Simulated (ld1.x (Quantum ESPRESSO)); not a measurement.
# Pseudopotential generation for Li (Z = 3): PAW, PBEsol, non-relativistic.

ld1.x (Quantum ESPRESSO) 7.5 input, shortened:

```
&input
   title='Li', zed=3., rel=0, dft='PBESOL', iswitch=3,
   config='[He] 2s0.5 2p0.5 3d-2'
 /
 &inputp
   pseudotype=3, lpaw=.true., tm=.true., lloc=2,
   nlcc=.true., new_core_ps=.true.,
   which_augfun='PSQ', rmatch_augfun=2.90
 /
5
2S  1  0   0.50   0.00  2.80  3.60  0.0
2S  1  0   0.00   0.20  2.80  3.60  0.0
2P  2  1   0.50   0.00  3.45  4.40  0.0
2P  2  1   0.00   1.60  3.45  4.40  0.0
3D  3  2  -2.00  -0.05  4.00  4.00  0.0
 &test
   configts(1)='2s0.5 2p0.5'
 /
```

(1) Does this generation succeed?

Results:

(1) No. ld1.x (Quantum ESPRESSO) 7.5 stopped with "new_paw_hamiltonian: negative rho": the pseudo-density turned negative during the self-consistent test, most likely because a state had been found with a wrong node count and its wave set to zero before. Before that it printed "Warning: n=1, l=0 expected 0 nodes, found 1".
